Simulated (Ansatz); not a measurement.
Basis sets compared for the cluster Si2O3 (the lowest singlet isomer of a short search). Charge 0, multiplicity 1. Geometry PBE-D4/def2-SVP. Ansatz on 4 threads of Arm Neoverse V1 on a shared host; times are rough, and most runs start from earlier orbitals.

```xyz
5

Si    2.0905    1.3953    0.2049
Si   -0.7599   -0.5082   -0.0754
O    -0.3998   -1.5131   -1.2022
O    -1.7179    0.0922    0.9879
O     0.7871    0.5338    0.0848
```

The structure comes from a short search, and lower isomers may exist.

Binding counts from free atoms (Si triplet, O triplet) in the same basis, without a counterpoise term.

```
              level  functions  energy (Eh)  HOMO (eV)  LUMO (eV)  binding per atom (eV)  wall time
          HF/STO-3G         33    -792.5768      -4.23       4.56                      –      0.1 s
           HF/6-31G         53    -802.2448     -10.47      -1.38                   1.34      0.2 s
    PBE-D4/def2-SVP         78    -803.8187      -5.66      -4.62                   4.50     0.55 s
   PBE-D4/def2-TZVP        167    -804.3245      -6.06      -4.85                   4.62      1.1 s
r2SCAN-D4/def2-TZVP        167    -804.6735      -6.30      -4.83                   4.44      2.4 s
   PBE0-D4/def2-SVP         78    -803.8396      -6.96      -4.05                   4.14      0.7 s
  PBE0-D4/def2-TZVP        167    -804.3449      -7.37      -4.22                   4.30        2 s
```

(1) Estimate the rows for PBE-D4/def2-TZVPD, r2SCAN-D4/def2-TZVPD, PBE0-D4/def2-TZVPD.

Results:

(1) 
```json
{"level": "PBE-D4/def2-TZVPD", "functions": "206", "energy (Eh)": "-804.3283", "HOMO (eV)": "-6.17", "LUMO (eV)": "-4.90", "binding per atom (eV)": "4.63", "wall time": "1.7 s"}
{"level": "r2SCAN-D4/def2-TZVPD", "functions": "206", "energy (Eh)": "-804.6763", "HOMO (eV)": "-6.39", "LUMO (eV)": "-4.86", "binding per atom (eV)": "4.44", "wall time": "3.6 s"}
{"level": "PBE0-D4/def2-TZVPD", "functions": "206", "energy (Eh)": "-804.3481", "HOMO (eV)": "-7.48", "LUMO (eV)": "-4.26", "binding per atom (eV)": "4.31", "wall time": "2.5 s"}
```
